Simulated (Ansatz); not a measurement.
Consider the isomerisation: `CC[Si]CC` → `C=C([SiH3])CC`.

Computed with Ansatz on PBE0-D4/def2-TZVP structures; ΔE is electronic, products minus reactants. CCSD(T)/CBS adds triple-zeta CCSD(T) − MP2 to the extrapolated MP2 energy (def2 sets, frozen cores). Functionals use def2-TZVPP. One conformer a species, not always the lowest.

```
             level  ΔE (kcal/mol)  difference from CCSD(T)/CBS
         revPBE-D4          -15.7                          2.2
           BLYP-D4          -18.0                         -0.1
         r2SCAN-D4          -19.1                         -1.2
           PBE0-D4          -16.0                          1.9
        r2SCANh-D4          -18.8                         -0.9
           ωB97M-V          -15.7                          2.2
            B2PLYP          -19.1                         -1.2
          PBE-QIDH          -17.6                          0.3
               PBE          -15.8                          2.1
              BLYP          -18.6                         -0.7
            r2SCAN          -19.1                         -1.2
              PBE0          -16.2                          1.7
     CCSD/def2-SVP          -18.5                         -0.6
  CCSD(T)/def2-SVP          -19.3                         -1.4
SCS-MP2/def2-QZVPP          -20.4                         -2.5
      HF/CBS(def2)          -23.7                         -5.8
       CCSD(T)/CBS          -17.9                            0
```

Largest T1 diagnostic among the species: 0.011.

At CCSD(T), def2-SVP lies −1.4 kcal/mol from the extrapolated value and def2-TZVPP +0.0 kcal/mol. Leaving LDA and LC-ωPBE aside and taking each functional with its dispersion term where it has one, the values, not all of them listed here, spread over 3.7 kcal/mol, from BHLYP-D4 to PBE-D4. LDA lies +1.2 kcal/mol from PBE without D4.
